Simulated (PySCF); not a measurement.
Zr(OSiMe3)F3, C₃H₉F₃OSiZr (singlet state).
Bonds: Zr1–O2, Zr1–F16, Zr1–F17, Zr1–F18, O2–Si3, Si3–C4, Si3–C5, Si3–C6. Hydrogens: H7, H8, H9 on C4; H10, H11, H12 on C5; H13, H14, H15 on C6.

Theory: PySCF 2.14.0, PBE0-D3(BJ)/def2-SVP geometry optimisation, gas phase, def2 core potentials past Kr.

**Question.** Give the optimised bond lengths and angles.

**Answer.** 
```tsv
bond	length (Å)
Zr1–O2	1.908
Zr1–F16, Zr1–F17, Zr1–F18	1.908
O2–Si3	1.693
Si3–C4, Si3–C5, Si3–C6	1.870
C4–H7 and 8 like bonds	1.101
```

Bonds in one row agree within 0.01 Å and their mean is given. A selection of angles:
```tsv
angle	degrees
O2–Zr1–F16	108.5
O2–Zr1–F17	110.0
F16–Zr1–F17	110.5
F16–Zr1–F18	109.2
Zr1–O2–Si3	174.8
O2–Si3–C4	107.5
C4–Si3–C5	111.3
Si3–C4–H7	111.1
H7–C4–H8	107.8
```

Zr1 (zirconium bonded to 3 F and O) is tetrahedral (angles from 108.5° to 110.5°). All 3 F–Zr bonds measure 1.907 to 1.909 Å. All 3 C–Si bonds measure 1.870 to 1.871 Å. Si3 (silicon bonded to 3 C and O) is tetrahedral (angles from 107.3° to 111.6°).

Stationary, but not proved a minimum.

Hardware: Intel Xeon at 2.50 GHz, one thread, shared host. Cost: 38 min wall, 0.90 GiB resident at most. That covers the optimisation of the geometry.
